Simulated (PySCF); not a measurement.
**Working out the ionisation energy of Se⁺**

Se⁺ [Ar] 3d10 4s2 4p3 (4S) → Se²⁺ [Ar] 3d10 4s2 4p2 (3P). Computed with PySCF 2.14 in x2c-TZVPPall (6s5p4d1f, 48 functions), with scalar relativity by spin-free X2C-1e. Frozen: [Ne]. Energies in hartree (1 hartree = 27.21139 eV):

```csv
part,Se⁺ (lower),Se²⁺ (upper)
UHF,-2427.752446,-2426.986238
CCSD correlation,-0.265977,-0.247288
(T),-0.007118,-0.005941
```

Q: What does Hartree-Fock give?

A: (-2426.986238) − (-2427.752446) = 0.766208 hartree = 20.850 eV.

Q: What do CCSD and CCSD(T) give?

A: The CCSD correlation energies differ by 0.018689 hartree = 0.509 eV and the triples by 0.001177 hartree = 0.032 eV, so CCSD gives 21.359 eV and CCSD(T) 21.391 eV.

A first-order spin-orbit estimate adds -0.296 eV to CCSD(T) (valence and next inner shell), giving 21.095 eV against 21.196 ± 0.01 eV (measured; NIST Atomic Spectra Database, ionization energies).

What remains against the reference includes basis incompleteness, the frozen core and higher excitations.
